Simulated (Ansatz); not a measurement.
System: Si2H4F, charge 0, doublet. Si2H4F (SMILES F[SiH][SiH3], doublet).
B3LYP-D3(BJ)/def2-TZVP minimum from Ansatz (a program for electronic structure):
```
Si
H 1 1.4807
H 1 1.4829 2 109.39
H 1 1.4847 2 109.11 3 119.61
Si 1 2.3509 2 109.37 4 123.80
F 5 1.6182 1 110.41 2 -63.72
H 5 1.4910 6 106.48 1 123.84
```
Charge 0, spin multiplicity 2.

Wanted: atomisation energy (electronic, to ground-state atoms), in kcal/mol. Open shells are spin-unrestricted; no spin-orbit coupling. CBS(X,Y): correlation extrapolated as X^-3, Hartree-Fock from the larger set. A bracket is a step between two methods taken in the basis named. Functionals run without relativity, which enters their misses. Double hybrids freeze cores in their MP2 part. 'core' is core correlation in cc-pwCVTZ (1s frozen past Ne), 'X2C' scalar relativity in cc-pVTZ-DK, both at CCSD(T). For partners of very few electrons the exact lower level stands in for a higher one.

CCSD(T)/CBS(cc-pV(T+d)Z,cc-pV(Q+d)Z) + [CCSDT(Q) - CCSD(T)]/cc-pV(D+d)Z + core + X2C (Ansatz) gives 495.8 kcal/mol.

Q: What does PBE/def2-TZVPD (Ansatz) give here, and how do the other levels compare?

A: PBE gives 489.9 kcal/mol, 5.9 kcal/mol below it. Differences of the others: wB97M-V/def2-TZVPD (Ansatz) -2.8; B2PLYP/def2-TZVPD (Ansatz) -9.3; CCSD(T)/CBS(cc-pV(T+d)Z,cc-pV(Q+d)Z) + core + X2C (Ansatz) -0.5 kcal/mol. Nearer than PBE: wB97M-V/def2-TZVPD, CCSD(T)/CBS(cc-pV(T+d)Z,cc-pV(Q+d)Z) + core + X2C.
